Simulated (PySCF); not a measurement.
Precursor series W OH-NH2. All species are isolated molecules in the gas phase. One relaxed conformer stands for each flexible species; it need not be the lowest.

The charge on the central atom (Mulliken) from two functionals at the same geometries (PBE-D3(BJ)/def2-SVP), both in PySCF: PBE-D3(BJ)/def2-TZVP and TPSSh-D3(BJ)/def2-TZVP. 

| species | TPSSh-D3(BJ)/def2-TZVP (e) |
|---|---|
| 0 of 6 OH replaced by NH2 ([W(OH)6]) | 1.49 |
| 1 of 6 OH replaced by NH2 ([W(OH)5(NH2)]) | 1.47 |
| 2 of 6 OH replaced by NH2 ([W(OH)4(NH2)2]) | 1.39 |
| 3 of 6 OH replaced by NH2 ([W(OH)3(NH2)3]) | 1.37 |
| 4 of 6 OH replaced by NH2 ([W(OH)2(NH2)4]) | 1.27 |
| 5 of 6 OH replaced by NH2 ([W(OH)(NH2)5]) | 1.25 |
| 6 of 6 OH replaced by NH2 ([W(NH2)6]) | 1.41 |

Question: What does PBE-D3(BJ)/def2-TZVP give for each?

Answer: 
- 0 of 6 OH replaced by NH2 ([W(OH)6]): 1.24
- 1 of 6 OH replaced by NH2 ([W(OH)5(NH2)]): 1.21
- 2 of 6 OH replaced by NH2 ([W(OH)4(NH2)2]): 1.14
- 3 of 6 OH replaced by NH2 ([W(OH)3(NH2)3]): 1.09
- 4 of 6 OH replaced by NH2 ([W(OH)2(NH2)4]): 0.96
- 5 of 6 OH replaced by NH2 ([W(OH)(NH2)5]): 0.90
- 6 of 6 OH replaced by NH2 ([W(NH2)6]): 1.08
Over these rows, drawn at random from the members with no instability flagged (it was tested for open shells, ions and some series alone), PBE minus TPSSh-D3(BJ): mean -0.29 e, from -0.34 e to -0.25 e.
